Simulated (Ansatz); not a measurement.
`[Cl][Sn]([Cl])([Cl])[Br]` + `CCNC` → `CC[N](C)[Sn]([Cl])([Cl])[Cl]` + HBr at 700 K and 1 bar (ligand exchange at the Sn–Br bond).

Computed with Ansatz on PBE0-D4/def2-TZVP structures; ΔE is electronic, products minus reactants. CCSD(T)/CBS is the MP2 limit (def2-TZVPP, def2-QZVPP) plus CCSD(T) − MP2 in def2-TZVPP, frozen cores. def2 core potentials past Kr. For Br, Sn outer-core shells are correlated without core-valence functions, which leaves a few kJ/mol of doubt a bond. Scalar relativity is left out up to krypton. Each species was taken in one conformer, which may not be the lowest.

```tsv
species	CCSD(T)/CBS energy (Eh)	H − E (kJ/mol)	S (J/(mol·K))
`[Cl][Sn]([Cl])([Cl])[Br]`	-4166.86464	76.9	479.6
`CCNC`	-174.26710	388.2	410.7
`CC[N](C)[Sn]([Cl])([Cl])[Cl]`	-1767.18252	422.3	659.0
HBr	-2573.91920	36.5	223.7
```

H − E and S are ideal-gas, rigid-rotor, harmonic terms from PBE0-D4/def2-TZVP, for one conformer and one mirror image of each species. 1 Eh = 2625.50 kJ/mol, R = 8.31446 J/(mol·K).

**Question.** By hand: ΔE, ΔH, ΔS and ΔG.

**Answer.** ΔE = (-1767.18252) + (-2573.91920) − (-4166.86464) − (-174.26710) = 0.03002 Eh = 78.8 kJ/mol. Δ(H − E) = 422.3 + 36.5 − 76.9 − 388.2 = -6.3, so ΔH = 72.5 kJ/mol. ΔS = 659.0 + 223.7 − 479.6 − 410.7 = -7.6 J/(mol·K). ΔG = 72.5 − 700 × (-7.6)/1000 = 77.8 kJ/mol.

**Question.** By hand: the equilibrium constant, and the temperature at which ΔG would vanish if ΔH and ΔS stayed fixed.

**Answer.** log₁₀ K = −ΔG/(RT ln 10) = -5.8. ΔH and −TΔS have one sign here, so there is no such temperature.

The number of gas molecules stays the same, so ΔS is small and ΔH decides. A doubt of 5 kJ/mol in ΔE shifts log₁₀ K by 0.4 here. Other conformers and mirror images would add mixing entropy, several J/(mol·K) or more a flexible species. Modes under 60 cm⁻¹, often nearly free rotors, make the harmonic entropy too high. These are equilibria of isolated gas molecules and say nothing of rates. Largest T1 diagnostic: 0.011 (customary marks: 0.02 for closed shells, 0.045 for open ones).

ΔS is within the doubt of such terms, so its sign, and with it that verdict, could turn.
